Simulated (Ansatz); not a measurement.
The same path of CH8NPSi (12 atoms, charge 0, multiplicity 1) was run twice with different band settings. The coordinate that changes most is the dihedral H6–C1–N2–P4.

Level of theory: Ansatz, RKS revPBE-D4/6-31G*.

Relaxed end points:

```xyz
12
Properties=species:S:1:pos:R:3
C -0.517 1.374 -0.657
N -0.079 -0.005 -0.370
Si 1.177 -0.286 0.827
P -1.248 -1.244 -0.756
H -1.028 1.409 -1.634
H -1.209 1.781 0.108
H 0.365 2.037 -0.706
H 1.813 -1.612 0.539
H 0.671 -0.321 2.247
H 2.184 0.822 0.713
H -0.334 -2.350 -0.830
H -1.719 -1.660 0.553
```

```xyz
12
Properties=species:S:1:pos:R:3
C -0.596 1.367 -0.606
N -0.161 -0.019 -0.344
Si 1.323 -0.309 0.550
P -1.440 -1.209 -0.366
H 0.275 1.973 -0.910
H -1.329 1.380 -1.432
H -1.063 1.853 0.274
H 1.818 -1.680 0.200
H 1.152 -0.255 2.048
H 2.324 0.735 0.148
H -0.614 -2.368 -0.570
H -1.612 -1.523 1.042
```

Common settings: spring 5.0 eV/Å²; optimiser quadratic models (default); start path IDPP; force threshold 0.03 eV/Å; end points relaxed.

| run | movable images | climbing image | iteration limit |
| --- | --- | --- | --- |
| 1 | 5 | yes | 46 |
| 2 | 4 | no | 60 |

**Question.** What does each run give, and how far can it be trusted?

**Answer.** Run 1: converged after 15 iterations, highest image 0.034 eV above the first end. Beside the main top the profile has a ripple of under 15 meV (maxima at images 1, 4), which may be a very shallow well or noise. A vibrational analysis at the climbing image gives one clearly imaginary mode, 128i cm⁻¹: a first-order saddle point.
Run 2: converged after 12 iterations, highest image 0.031 eV above the first end. No image climbed, so the highest image needn't sit at the top of the path.
